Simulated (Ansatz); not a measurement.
Coupled-cluster diagnostics for BBr3, Ansatz.

Geometry of the singlet (PBE0-D4/def2-SVP):

Cartesian coordinates in Å:
```
B 0.001 0.001 0.000
Br 1.037 -1.585 -0.136
Br -1.043 0.582 -1.477
Br 0.004 1.002 1.613
```

Correlated methods freeze 28 core orbitals; core or outer-core shells of Br are correlated, in sets that lack core-valence functions.

Problem. Estimate the CCSD(T) correlation energy, the shares of MP2 and (T), T1 and the reference's ⟨S²⟩ for: charge 0, singlet, own geometry in def2-TZVPP; and the rough time on 2 threads of Intel Xeon Platinum 8488C on a shared host.

Solution. 
| state | basis | correlation (eV) | MP2 share (%) | (T) share (%) | T1 | ⟨S²⟩ (pure) | wall time |
| --- | --- | --- | --- | --- | --- | --- | --- |
| charge 0, singlet, own geometry | def2-TZVPP | -26.380 | 95.3 | 3.7 | 0.009 | 0.00 (0.00) | 1.7 min |
Customary marks for T1 are 0.02 (closed shells), 0.045 (open shells) and about 0.05 (3d metals). T1 stays under 0.02 throughout.
